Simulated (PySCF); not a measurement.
PySCF input for GeHO, SMILES [OH][Ge] (connectivity only; charge and spin as stated), neutral, multiplicity 2, TDA-PBE/def2-TZVPD. Geometry optimised at PBE-D3(BJ)/def2-TZVP.

```python
import numpy as np
from pyscf import gto, scf, dft, tdscf

mol = gto.M(
    atom='''
    Ge   -0.00572239    0.40789908    0.00000000
    O     0.11684126   -1.40133176    0.00000000
    H    -0.75161372   -1.84211644    0.00000000
    ''',
    basis='def2-TZVPD',
    charge=0,
    spin=1,
    max_memory=1600,
    verbose=4,
)
mf = dft.UKS(mol, xc='pbe').density_fit(auxbasis='def2-universal-jkfit')
mf.grids.level = 3
mf.conv_tol = 1e-9
mf.max_cycle = 100
mf.kernel()
fine, coarse = mf.grids, dft.Grids(mol).set(level=1).build(with_non0tab=True)
for _ in range(3):  # follow internal instabilities
    mf.grids = coarse
    mo, _, stable, _ = mf.stability(return_status=True, nroots=4)
    mf.grids = fine
    if stable:
        break
    mf.kernel(mf.make_rdm1(mo, mf.mo_occ))
mf.grids = dft.Grids(mol).set(level=1).build(with_non0tab=True)  # coarser grid for the response kernel
td = tdscf.TDA(mf)
td.nstates = 10
td.conv_tol = 1e-4
td.positive_eig_threshold = 1e-6
td.kernel(x0=td.get_init_guess(mf, 15))
td.analyze()
```

Output:

```
PySCF version 2.14.0

[INPUT] verbose = 4
[INPUT] num. atoms = 3
[INPUT] num. electrons = 41
[INPUT] charge = 0
[INPUT] spin (= nelec alpha-beta = 2S) = 1
[INPUT] symmetry False subgroup None
[INPUT] Mole.unit = angstrom
[INPUT] Symbol           X                Y                Z      unit          X                Y                Z       unit  Magmom
[INPUT]  1 Ge    -0.005722390000   0.407899080000   0.000000000000 AA   -0.010813749878   0.770817547662   0.000000000000 Bohr   0.0
[INPUT]  2 O      0.116841260000  -1.401331760000   0.000000000000 AA    0.220797981449  -2.648133236055   0.000000000000 Bohr   0.0
[INPUT]  3 H     -0.751613720000  -1.842116440000   0.000000000000 AA   -1.420344082266  -3.481095561159   0.000000000000 Bohr   0.0

nuclear repulsion = 86.1960880226344
number of shells = 37
number of NR pGTOs = 172
number of NR cGTOs = 103
basis = def2-TZVPD
ecp = {}


[settings echo left out]
init E= -2151.84632643498
  alpha nocc = 21  HOMO = -0.115910154988418  LUMO = -0.111315063867897
  beta  nocc = 20  HOMO = -0.319307156299637  LUMO = -0.115910154988421

WARN: HOMO -0.115910154988418 >= LUMO -0.115910154988421

cycle= 1 E= -2152.25459333407  delta_E= -0.408  |g|= 0.852  |ddm|=  1.1
  alpha nocc = 21  HOMO = -0.0882376955236808  LUMO = -0.0212180992604818
  beta  nocc = 20  HOMO = -0.153442927766586  LUMO = -0.0705582872625001
  HOMO = -0.0882376955237  LUMO = -0.0705582872625  gap/eV = 0.48108
cycle= 2 E= -2148.75958512668  delta_E=  3.5  |g|=  2.5  |ddm|=  1.7
  alpha nocc = 21  HOMO = -0.115327680846049  LUMO = -0.0742723899895681
  beta  nocc = 20  HOMO = -0.282978268301946  LUMO = -0.0891570896086062
  HOMO = -0.115327680846  LUMO = -0.0891570896086  gap/eV = 0.71214
cycle= 3 E= -2152.34674214434  delta_E= -3.59  |g|= 0.487  |ddm|= 1.66
  alpha nocc = 21  HOMO = -0.127884576906635  LUMO = -0.0825702702609018
  beta  nocc = 20  HOMO = -0.268210645737951  LUMO = -0.0977949038198498
  HOMO = -0.127884576907  LUMO = -0.0977949038198  gap/eV = 0.81878
cycle= 4 E= -2152.45157311214  delta_E= -0.105  |g|= 0.133  |ddm|= 0.377
  alpha nocc = 21  HOMO = -0.147249818381165  LUMO = -0.0971460090559629
  beta  nocc = 20  HOMO = -0.279202067037219  LUMO = -0.116006688449322
  HOMO = -0.147249818381  LUMO = -0.116006688449  gap/eV = 0.85017
cycle= 5 E= -2152.45341290541  delta_E= -0.00184  |g|= 0.0603  |ddm|= 0.154
  alpha nocc = 21  HOMO = -0.138891601010996  LUMO = -0.0877854837963744
  beta  nocc = 20  HOMO = -0.274022214359918  LUMO = -0.107494363489671
  HOMO = -0.138891601011  LUMO = -0.10749436349  gap/eV = 0.85436
cycle= 6 E= -2152.45555385283  delta_E= -0.00214  |g|= 0.0183  |ddm|= 0.0792
  alpha nocc = 21  HOMO = -0.139161927051705  LUMO = -0.0876881340406749
  beta  nocc = 20  HOMO = -0.275411300072222  LUMO = -0.107767957510073
  HOMO = -0.139161927052  LUMO = -0.10776795751  gap/eV = 0.85427
cycle= 7 E= -2152.45569060343  delta_E= -0.000137  |g|= 0.00492  |ddm|= 0.0111
  alpha nocc = 21  HOMO = -0.139185552462582  LUMO = -0.0875559978180888
  beta  nocc = 20  HOMO = -0.275774845189677  LUMO = -0.107784524485982
  HOMO = -0.139185552463  LUMO = -0.107784524486  gap/eV = 0.85447
cycle= 8 E= -2152.45570095099  delta_E= -1.03e-05  |g|= 0.000909  |ddm|= 0.00381
  alpha nocc = 21  HOMO = -0.139116577924838  LUMO = -0.087448490104711
  beta  nocc = 20  HOMO = -0.275711262759476  LUMO = -0.107703098656288
  HOMO = -0.139116577925  LUMO = -0.107703098656  gap/eV = 0.85480
cycle= 9 E= -2152.45570141338  delta_E= -4.62e-07  |g|= 0.000156  |ddm|= 0.00109
  alpha nocc = 21  HOMO = -0.139107178313174  LUMO = -0.0874320763772085
  beta  nocc = 20  HOMO = -0.275705914966929  LUMO = -0.107692737811244
  HOMO = -0.139107178313  LUMO = -0.107692737811  gap/eV = 0.85483
cycle= 10 E= -2152.45570142644  delta_E= -1.31e-08  |g|= 2.49e-05  |ddm|= 0.000194
  alpha nocc = 21  HOMO = -0.139111085972846  LUMO = -0.0874360565705801
  beta  nocc = 20  HOMO = -0.275712299380811  LUMO = -0.107697169870703
  HOMO = -0.139111085973  LUMO = -0.107697169871  gap/eV = 0.85482
cycle= 11 E= -2152.45570142671  delta_E= -2.69e-10  |g|= 2.86e-06  |ddm|= 3.73e-05
  alpha nocc = 21  HOMO = -0.139111290704237  LUMO = -0.0874359901961322
  beta  nocc = 20  HOMO = -0.275711903710143  LUMO = -0.107697175128368
  HOMO = -0.139111290704  LUMO = -0.107697175128  gap/eV = 0.85482
Extra cycle  E= -2152.45570142672  delta_E= -1.27e-11  |g|= 5e-06  |ddm|= 7.37e-06
converged SCF energy = -2152.45570142672  <S^2> = 0.75313645  2S+1 = 2.003134
tot grids = 15072
uhf_internal: lowest eigs of H = [0.0257976  0.1914792  0.24165486 0.27993301]
<class 'pyscf.df.df_jk.DFUKS'> wavefunction is stable in the internal stability analysis
tot grids = 15072
Overwritten attributes  positive_eig_threshold  of <class 'pyscf.tdscf.uks.TDA'>


******** <class 'pyscf.tdscf.uks.TDA'> for <class 'pyscf.df.df_jk.DFUKS'> ********
nstates = 10
deg_eia_thresh = 1.000e-03
wfnsym = None
conv_tol = 0.0001
eigh lindep = 1e-12
eigh level_shift = 0
eigh max_cycle = 100


Excitation energies (eV)
[0.46040844 2.70798787 3.92223469 4.01157712 4.49772348 4.82722636
 4.97618049 5.05685118 5.49713684 5.54707136]

** Excitation energies and oscillator strengths **
Excited State   1:      0.46041 eV   2692.92 nm  f=0.0000
      21a ->   22a     -0.99920
Excited State   2:      2.70799 eV    457.85 nm  f=0.0091
      21a ->   23a     -0.99822
Excited State   3:      3.92223 eV    316.11 nm  f=0.0641
      21a ->   24a     -0.99897
Excited State   4:      4.01158 eV    309.07 nm  f=0.0000
      20a ->   22a      0.68316
      20b ->   21b      0.71287
Excited State   5:      4.49772 eV    275.66 nm  f=0.0004
      19a ->   22a     -0.76638
      19b ->   21b      0.63314
Excited State   6:      4.82723 eV    256.84 nm  f=0.0364
      21a ->   25a      0.99526
Excited State   7:      4.97618 eV    249.16 nm  f=0.0026
      18a ->   22a     -0.12137
      20a ->   22a     -0.65849
      21a ->   27a      0.40408
      21a ->   28a     -0.21997
      20b ->   21b      0.57139
Excited State   8:      5.05685 eV    245.18 nm  f=0.0003
      21a ->   26a      0.42192
      21a ->   29a     -0.22729
      19b ->   21b      0.17368
      20b ->   22b     -0.85282
Excited State   9:      5.49714 eV    225.54 nm  f=0.0918
      18a ->   22a      0.12718
      20a ->   22a      0.21310
      21a ->   27a      0.88558
      18b ->   21b      0.12989
      19b ->   22b      0.20597
      20b ->   21b     -0.28998
Excited State  10:      5.54707 eV    223.51 nm  f=0.0760
      19a ->   22a      0.21085
      21a ->   26a     -0.84842
      21a ->   29a     -0.20742
      19b ->   21b      0.29024
      20b ->   22b     -0.28540

** Transition electric dipole moments (AU) **
state          X           Y           Z        Dip. S.      Osc.
  1        -0.0000     -0.0000      0.0186      0.0003      0.0000
  2        -0.3633     -0.0711      0.0000      0.1371      0.0091
  3        -0.8169     -0.0049      0.0000      0.6673      0.0641
  4         0.0000     -0.0000     -0.0190      0.0004      0.0000
  5         0.0196     -0.0597     -0.0000      0.0040      0.0004
  6        -0.5531     -0.0444      0.0000      0.3079      0.0364
  7        -0.0000     -0.0000      0.1458      0.0213      0.0026
  8        -0.0266     -0.0368      0.0000      0.0021      0.0003
  9         0.0000      0.0000     -0.8258      0.6819      0.0918
 10        -0.7477     -0.0108     -0.0000      0.5591      0.0760

** Transition velocity dipole moments (imaginary part, AU) **
state          X           Y           Z        Dip. S.      Osc.
  1         0.0000      0.0000      0.0043      0.0000      0.0007
  2         0.0005      0.0029     -0.0000      0.0000      0.0001
  3        -0.1423     -0.0004      0.0000      0.0202      0.0936
  4         0.0000      0.0000     -0.0135      0.0002      0.0008
  5        -0.0017      0.0066      0.0000      0.0000      0.0002
  6        -0.0881     -0.0109      0.0000      0.0079      0.0296
  7        -0.0000     -0.0000     -0.0427      0.0018      0.0066
  8         0.0366      0.0004      0.0000      0.0013      0.0048
  9         0.0000      0.0000     -0.1089      0.0119      0.0391
 10        -0.1184     -0.0168     -0.0000      0.0143      0.0467

** Transition magnetic dipole moments (imaginary part, AU) **
state          X           Y           Z
  1         0.0169     -0.9908     -0.0000
  2        -0.0000      0.0000     -0.9242
  3         0.0000      0.0000      0.0088
  4         0.0225     -0.0108      0.0000
  5         0.0000      0.0000      0.0490
  6         0.0000      0.0000     -0.2162
  7        -0.7676     -0.0418     -0.0000
  8         0.0000      0.0000     -0.4478
  9         0.6412     -0.0003      0.0000
 10         0.0000     -0.0000     -0.4539
```

The run converged.

Cost: very roughly 24 core-seconds.
